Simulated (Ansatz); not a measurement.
Stepwise reaction of `F[Si](F)(F)[SiH3]` with ammonia, as a gas-phase model of exchange steps in deposition or etching. ΔE in kJ/mol; ΔG adds harmonic PBE0-D4 terms to CCSD(T)/CBS, at 1 bar.

Calculated with Ansatz (gas phase, PBE0-D4/def2-TZVP geometries, no zero-point term in ΔE). CBS: MP2 limit from def2 TZ/QZ plus the TZ coupled-cluster correction, frozen cores. This one scheme is used for every species. DFT in def2-TZVPP. B3LYP here is the variant with VWN-RPA as its local correlation; programs differ in this. One conformer a species, not always the lowest.

```json
{"step": "2", "reaction": "`N[Si](F)(F)[SiH3]` + NH₃ → `N[Si](N)(F)[SiH3]` + H–F", "PBE-D4": "79.2", "B3LYP-D4": "85.8", "ωB97M-V": "85.5", "CCSD(T)/CBS": "82.1", "ΔG(600 K)": "84.8"}
```

**Question.** Give the row of step 1, `F[Si](F)(F)[SiH3]` + NH₃ → `N[Si](F)(F)[SiH3]` + H–F. (An estimate is asked.)

**Answer.** The calculation gave: 
```json
{"step": "1", "reaction": "`F[Si](F)(F)[SiH3]` + NH₃ → `N[Si](F)(F)[SiH3]` + H–F", "PBE-D4": "80.2", "B3LYP-D4": "85.2", "ωB97M-V": "85.1", "CCSD(T)/CBS": "83.5", "ΔG(600 K)": "73.5"}
```

**Question.** By hand: ΔE of the 2 steps together at CCSD(T)/CBS.

**Answer.** (83.5) + (82.1) = 165.6 kJ/mol, or 82.8 kJ/mol a step.

In ΔE the steps differ by no more than 1.4 kJ/mol. All are uphill at CCSD(T)/CBS. ΔG lies between 73.5 and 84.8 kJ/mol a step. PBE-D4 differs from CCSD(T)/CBS by -3.3 to -2.9 kJ/mol a step. Only this route is followed, and other bonds may react first. Isolated molecules leave out the surface, adducts and barriers. Largest T1 diagnostic: 0.013.
